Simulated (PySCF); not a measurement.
(MgSe)4 cube, Mg4Se4.
Geometry (PBE0-D3(BJ)/def2-SVP, Å), atoms numbered from 1 in this order:
```xyz
8
Mg4Se4 angstrom
Mg     1.6301    0.5259    0.7527
Se     0.7862    2.1194   -1.0706
Mg    -1.2676    1.3055    0.2513
Se    -0.3048    0.3642    2.4389
Mg    -0.5403   -1.5974    0.7894
Se     1.7368   -1.7742   -0.3838
Mg     0.2472   -0.2776   -1.8412
Se    -2.1494   -0.7514   -1.0204
```

Theory: PBE0-D3(BJ)/def2-SVP geometry optimisation, gas phase (PySCF).

**Question.** Which atoms are bound to Mg1, and at what distances?

**Answer.** 3 atoms: Se2 2.564 Å, Se6 2.568 Å, Se4 2.572 Å. The nearest atom not counted as bound is Mg5, at 3.04 Å (others tie with it).

**Question.** List the angles at Mg1.

**Answer.** 
| angle | degrees | distance of the outer atoms (Å) |
| --- | --- | --- |
| Se4–Mg1–Se6 | 105.4 | 4.09 |
| Se2–Mg1–Se4 | 104.9 | 4.07 |
| Se2–Mg1–Se6 | 104.8 | 4.07 |

**Question.** What is the shape at Mg1?

**Answer.** Pyramidal: angles 105.4°, 104.9° and 104.8°, sum 315.1°, 1.03 Å off the plane of its three neighbours. Differences among atoms that Td makes equivalent are scatter left by the optimiser.

**Question.** What are the other bond lengths?

**Answer.** Se2–Mg3 and 4 like bonds 2.575 Å.

**Question.** Give some angles away from the centre.

**Answer.** Mg1–Se2–Mg3 72.6°, Mg3–Se2–Mg7 72.1°.

Point group: Td (tolerance 0.08 Å). Charge 0, singlet. No frequency check.

Time: 18 min; peak memory 1.5 GiB. Hardware: one thread, AMD EPYC (x86_64), shared host with 64 logical CPUs at a one-minute load of 55. This is the geometry optimisation.

One conformer stands for the species.
